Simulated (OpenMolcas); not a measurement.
**Rh4+ in a point-charge field**

Rh4+ among 6 point charges of -1.36 e arranged as a trigonal antiprism (D3d), 1.87 Å from the ion, with a polar angle of 60.8° against the regular 54.74°.
```
   0.0000    1.6317    0.9135  -1.36
  -1.4131   -0.8158    0.9135  -1.36
   1.4131   -0.8158    0.9135  -1.36
   0.0000   -1.6317   -0.9135  -1.36
   1.4131    0.8158   -0.9135  -1.36
  -1.4131    0.8158   -0.9135  -1.36
```

```yaml
Program: OpenMolcas 26.06
Method: "SS-CASPT2, IPEA 0.25 Eh, imaginary shift 0.1 Eh (closed shells correlated: 4s 4p)"
Basis: ANO-RCC-VDZP [6s5p3d1f]
Scalar_Hamiltonian: DKH2, point nucleus
Active_space: 5 electrons in 5 orbitals (4d)
State_averaging: 2S+1 = 6 even, 1 root; 2S+1 = 4 even, 24 roots; 2S+1 = 2 even, 75 roots
Spin-orbit_coupling: state interaction with AMFI integrals over the reference wave functions
```

The lowest spin-free states (labels of D3, the rotations of D3d), above the lowest:

| State | Degeneracy | E (cm-1) | Free-ion L (%) |
| --- | --- | --- | --- |
| 6A1 | 1 | 0 | S (100) |
| 4E | 2 | 23280 | G (66) |
| 4A2 | 1 | 23600 | G (70) |
| 4E | 2 | 26140 | G (87) |
| 4A1 | 1 | 26700 | G (91) |
| 4E | 2 | 27710 | G (95) |
| 4A1 | 1 | 27950 | G (100) |
| 4E | 2 | 31080 | D (69) |
| 4A1 | 1 | 31920 | D (89) |
| 4E | 2 | 32150 | D (67) |
| 2E | 2 | 34220 | I (48) |
| 2A1 | 1 | 34270 | I (50) |
| 4A2 | 1 | 36410 | P (71) |
| 2A2 | 1 | 36890 | I (72) |
| 4E | 2 | 37190 | P (48) |
| 2E | 2 | 37390 | I (74) |
| 2A2 | 1 | 38060 | I (77) |
| 2E | 2 | 38080 | I (75) |
| 2A1 | 1 | 38520 | I (74) |
| 2E | 2 | 39560 | I (87) |

The lowest levels with spin-orbit coupling:

```csv
E (cm-1),Degeneracy,Label,2S+1,g
0,2,E1/2,6,1.99 5.98 5.98
4,2,E3/2,6,0.00 0.00 5.99
11,2,E1/2,6,0.00 0.00 9.97
22400,2,E1/2,4,1.78 2.33 2.33
22870,2,E3/2,4,0.00 0.00 2.02
23070,2,E1/2,4,1.10 1.10 1.36
23240,2,E1/2,4,1.33 2.46 2.46
23570,2,E3/2,4,0.00 0.00 4.37
23900,2,E1/2,4,1.65 2.90 2.90
25410,2,E1/2,4,1.14 1.14 1.99
25890,2,E1/2,4,2.09 2.09 2.37
26220,2,E3/2,4,0.00 0.00 6.65
26540,2,E1/2,4,0.18 0.18 11.11
26740,2,E1/2,4,1.64 3.88 3.88
26770,2,E3/2,4,0.00 0.00 6.06
27570,2,E1/2,4,0.12 0.12 4.32
27600,2,E3/2,4,0.00 0.00 2.70
27720,2,E1/2,4,1.70 1.70 3.24
27800,2,E1/2,4,1.55 2.26 2.26
27950,2,E3/2,4,0.00 0.00 5.77
```

Powder χT (cm3 K/mol): 3.56 at 2 K, 4.27 at 10 K, 4.36 at 50 K, 4.36 at 100 K, 4.36 at 200 K, 4.36 at 300 K. The effective moment at 300 K is 2.828 √(χT) = 5.91 μB.

The lowest level has 2S+1 = 6, for which the spin-only value is χT = S(S+1) / 2 = 4.375 cm3 K/mol (g = 2). The computed 4.361 at 300 K differs by -0.014, through a little spin-orbit mixing out of the ground term, against the free-electron g of 2.0023, which raises it.

Roots that are degenerate in the reference are averaged as groups; the widest CASPT2 spread within a group is 48 cm-1 (the 2-fold group of multiplicity 4 near 31100 cm-1 above the lowest state of its run). Shifts and gaps below about the spread of the groups concerned are not significant. Point charges give a weaker field than real ligands, and real ions of this kind are as a rule low spin; the high spin found here belongs to the model. Free-ion shares, where given, are those of the reference states; single-state CASPT2 does not remix them. Point charges carry no covalency, so the field is a model and not that of real ligands. No measured value stands beside these numbers.

The CASPT2 steps took 7.8 s on 1 thread of Arm Neoverse V1, with other jobs on the host; the integral step is not counted.
